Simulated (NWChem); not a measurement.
System: C$_{3}$H$_{4}$BNO; SMILES OB1C=CC=N1

```xyz
10

O      0.1177    -2.0987     0.0000
B      0.0540    -0.7527     0.0000
C      1.2666     0.2717     0.0000
C      0.6518     1.4665     0.0000
C     -0.8471     1.2352     0.0000
N     -1.2342     0.0117     0.0000
H     -0.7802    -2.4715     0.0000
H      2.3412     0.1267     0.0000
H      1.0993     2.4578     0.0000
H     -1.5557     2.0705     0.0000
```
Atoms are numbered in this order, from 1.

All runs use the structure optimised with B3LYP/6-31G* (spherical d).

Give the principal values of the shielding tensors (ppm) of O1, B2, C3, C4, C5 from PBE0/pcSseg-1, GIAO (NWChem), with their diamagnetic and paramagnetic parts as GIAO splits them.


```tsv
atom	σ11	σ22	σ33	isotropic	diamagnetic	paramagnetic
O1	35.5	169.1	287.8	164.1	387.8	-223.6
B2	40.9	65.9	73.0	60.0	193.0	-133.0
C3	-97.9	32.4	176.6	37.1	254.8	-217.7
C4	-108.3	60.7	126.6	26.3	255.4	-229.1
C5	-129.8	-6.5	101.0	-11.7	252.3	-264.0
```
